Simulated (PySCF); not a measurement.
Q: What does the PBE0-D3(BJ)/def2-SVP structure of `BNBCC` look like in three dimensions?

A: 
```xyz
14
C2H9B2N angstrom
B      2.466    0.216    0.914
N      1.101    0.166    0.540
B      0.493    0.829   -0.568
C     -1.042    0.711   -0.880
C     -1.890   -0.172    0.026
H      2.834   -0.396    1.891
H      3.233    0.870    0.251
H      0.488   -0.396    1.125
H      1.212    1.501   -1.273
H     -1.435    1.746   -0.901
H     -1.128    0.391   -1.936
H     -2.952   -0.168   -0.262
H     -1.556   -1.223    0.000
H     -1.845    0.159    1.077
```

Orientation and origin are arbitrary. Atoms count from 1 in this order. Of the pairs four or more bonds apart, C5···H8 is among the closest relative to their van der Waals radii: 2.63 Å, 91 % of the sum of Bondi's values. The 5 heavy atoms lie in one plane (0.005 Å rms). N2 (boron-bound nitrogen) is planar (angles 126.8°, 116.6° and 116.5°, sum 360.0°, 0.00 Å off the plane of its three neighbours). B1 (three-coordinate boron) is planar (angles 121.6°, 119.3° and 119.1°, sum 360.0°, 0.00 Å off the plane of its three neighbours).

Bonds between heavy atoms (Å): B1–N2 1.415, N2–B3 1.428, B3–C4 1.570, C4–C5 1.523.

Method: PBE0-D3(BJ)/def2-SVP geometry optimisation, gas phase in PySCF 2.14.0.

PBE0-D3(BJ)/def2-SVP frequencies: not computed here. The numbers are those of one conformer (B1–N2–B3–C4 -179°, N2–B3–C4–C5 -1°).

Hardware: an Intel Xeon 6975P-C with one thread, shared host with 192 logical CPUs at a one-minute load of 112. Cost: 28 s of wall time, 0.48 GiB resident at most. That covers the optimisation of the geometry.
